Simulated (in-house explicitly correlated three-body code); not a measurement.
Results of a calculation; reference values are marked as such.
**Two electrons around a charge Z: the exact Kohn-Sham energy parts**

The exact non-relativistic ground state comes from a variational code in 260 exponentially correlated functions, the Kohn-Sham parts from inverting its density (past Z = 6 the correlation energy is taken as exact minus Hartree-Fock, equal to within microhartrees), and self-consistent runs (Hartree-Fock is restricted) from a B-spline radial code. Z may be fractional; the second electron is bound down to Z = 0.911.

E_c tends to a constant and T_c to −E_c as Z grows.

```csv
Z,E (Eh),E_x (Eh),E_c (mEh),T_c (mEh),−T_c/E_c,binding (eV)
1.74,-2.093362,-0.86114,-41.55,35.27,0.849,15.77
1.94,-2.704724,-0.98689,-41.99,36.36,0.866,22.39
2.42,-4.498221,-1.28792,-42.82,38.28,0.894,42.72
2.82,-6.344652,-1.53840,-43.33,39.41,0.910,64.45
3.36,-9.344789,-1.87632,-43.84,40.53,0.925,100.7
3.76,-11.943039,-2.12653,-44.13,41.16,0.933,132.6
4.8,-20.195903,-2.77688,-44.66,42.32,0.948,236.1
5.5,-26.968621,-3.21454,-44.91,42.87,0.954,322.3
6.6,?,?,?,?,?,?
7.8,-56.121568,-4.65233,-45.42,43.97,0.968,699.4
9.1,?,?,?,?,?,?
10.5,-103.844347,-6.34001,-45.74,44.65,0.976,1326
```

**Question.** What belongs in the row Z = 9.1?

**Answer.** E (Eh): -77.279223; E_x (Eh): -5.46493; E_c (mEh): -45.60; T_c (mEh): 44.35; −T_c/E_c: 0.973; binding (eV): 976.2.

**Question.** What belongs in the row Z = 6.6?

**Answer.** E (Eh): -39.591373; E_x (Eh): -3.90221; E_c (mEh): -45.20; T_c (mEh): 43.49; −T_c/E_c: 0.962; binding (eV): 484.7.

**Question.** Where is correlation strongest relative to exchange?

**Answer.** E_c/E_x falls from 0.048 at Z = 1.74 to 0.0072 at Z = 10.5, since exchange grows as Z while correlation stays near −0.045 hartree.
